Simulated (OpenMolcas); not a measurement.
# Fe²⁺: effect of the basis set

- Program: OpenMolcas
- Method: SS-RASPT2, IPEA 0.25 Eh, imaginary shift 0.1 Eh (closed shells correlated: 3s)
- Active space: 12 electrons in 8 orbitals (RAS1 3p, at most 2 holes; RAS2 3d)
- State averaging: 2S+1 = 5 even, 5 roots; 2S+1 = 3 even, 45 roots; 2S+1 = 1 even, 44 roots
- Spin-orbit coupling: state interaction with AMFI integrals over the reference wave functions, term energies averaged over their components

A. ANO-RCC-VTZP [6s5p3d2f1g], DKH2, point nucleus; CASPT2 step about 70 core-seconds
B. ANO-R2 [6s5p4d2f1g], X2C, finite nucleus; CASPT2 step about 100 core-seconds
C. ANO-RCC-VQZP [7s6p4d3f2g1h], DKH2, point nucleus; CASPT2 step roughly 90 core-seconds

Energies in cm⁻¹ above 3d⁶ ⁵D₄, the measured ground level; measured values from Corliss and Sugar, J. Phys. Chem. Ref. Data 11, 135 (1982).

```json
{"Level": "3d⁶ ⁵D₄", "A": "0.0", "B": "0.0", "C": "0.0", "Measured": "0.0"}
{"Level": "3d⁶ ⁵D₃", "A": "441", "B": "441", "C": "438", "Measured": "436"}
{"Level": "3d⁶ ⁵D₂", "A": "750", "B": "749", "C": "744", "Measured": "739"}
{"Level": "3d⁶ ⁵D₁", "A": "948", "B": "947", "C": "941", "Measured": "932"}
{"Level": "3d⁶ ⁵D₀", "A": "1046", "B": "1044", "C": "1037", "Measured": "1027"}
{"Level": "3d⁶ ³P₂(1)", "A": "19820", "B": "19480", "C": "19380", "Measured": "19405"}
{"Level": "3d⁶ ³H₆", "A": "20070", "B": "19880", "C": "19590", "Measured": "20051"}
{"Level": "3d⁶ ³H₅", "A": "20300", "B": "20100", "C": "19810", "Measured": "20301"}
{"Level": "3d⁶ ³H₄", "A": "20460", "B": "20260", "C": "19970", "Measured": "20482"}
{"Level": "3d⁶ ³P₁(1)", "A": "21120", "B": "20790", "C": "20680", "Measured": "20688"}
{"Level": "3d⁶ ³P₀(1)", "A": "21670", "B": "21330", "C": "21220", "Measured": "21208"}
{"Level": "3d⁶ ³F₄(1)", "A": "21760", "B": "21480", "C": "21320", "Measured": "21462"}
{"Level": "3d⁶ ³F₃(1)", "A": "22010", "B": "21730", "C": "21580", "Measured": "21700"}
{"Level": "3d⁶ ³F₂(1)", "A": "22200", "B": "21910", "C": "21760", "Measured": "21857"}
{"Level": "3d⁶ ³G₅", "A": "24840", "B": "24620", "C": "24360", "Measured": "24559"}
{"Level": "3d⁶ ³G₄", "A": "25230", "B": "25000", "C": "24750", "Measured": "24941"}
{"Level": "3d⁶ ³G₃", "A": "25410", "B": "25180", "C": "24930", "Measured": "25142"}
{"Level": "3d⁶ ¹I₆", "A": "30540", "B": "30230", "C": "29820", "Measured": "30356"}
{"Level": "3d⁶ ³D₁", "A": "31380", "B": "31090", "C": "30900", "Measured": "30726"}
{"Level": "3d⁶ ³D₂", "A": "31400", "B": "31110", "C": "30920", "Measured": "30716"}
{"Level": "3d⁶ ¹G₄(1)", "A": "31520", "B": "31130", "C": "30810", "Measured": "30886"}
{"Level": "3d⁶ ³D₃", "A": "31530", "B": "31250", "C": "31050", "Measured": "30858"}
{"Level": "3d⁶ ¹S₀", "A": "35530", "B": "35020", "C": "34860", "Measured": "34812"}
{"Level": "3d⁶ ¹D₂", "A": "37350", "B": "36930", "C": "36730", "Measured": "35804"}
```

Deviations, from unrounded energies. A percentage is the sum of absolute deviations over the sum of measured energies, with the sign that they share, or ± where signs differ.

```
                        Against measurement  Levels     A     B     C
             mean absolute deviation (cm-1)      23   360   180   200
      fine structure of the ground term (%)       4  +1.6  +1.5  +0.8
other terms of the ground configuration (%)      19  ±1.7  ±0.8  ±1.0
```

B lies closest to measurement on these levels and A furthest from it. The largest miss of B in the table is 3d⁶ ¹D₂, by +1100 cm-1. The ranking rests on the paired levels alone, and a cruder setting can come out closer through cancelling errors.

The two smallest mean deviations differ by little beside CASPT2's spread within terms, so their order carries little weight.

Among A to C the level of the table that moves most is 3d⁶ ¹I₆, by 730 cm-1 (lowest in C, highest in A). Moves below CASPT2's spread within the term are not significant.

CASPT2 breaks the degeneracy within a term, and the mean is taken; among the terms shown or strongly mixed into the levels shown the widest spread is 290 cm-1 (3d⁶ ¹G(1), C). Active for correlation alone: 3p; no level in the range computed is led by a configuration that opens it, so any true level of that kind is missing. The CASPT2 spread within a term exceeds the gap to the next term for 3d⁶ ¹G(1) and 3d⁶ ³D, so the order of their levels is uncertain (holds for A; B). Computed and measured levels are paired by configuration, term and J; levels that our copy of the source lacks, or whose pairing is in doubt (as where it misses far off the trend of its configuration), stay unpaired and out of the deviations. Only configurations of the active space appear. Levels that lie high or do not pair safely by name in every column are left out.

A number in round brackets counts repeated terms of one configuration in the order of the reference energies.
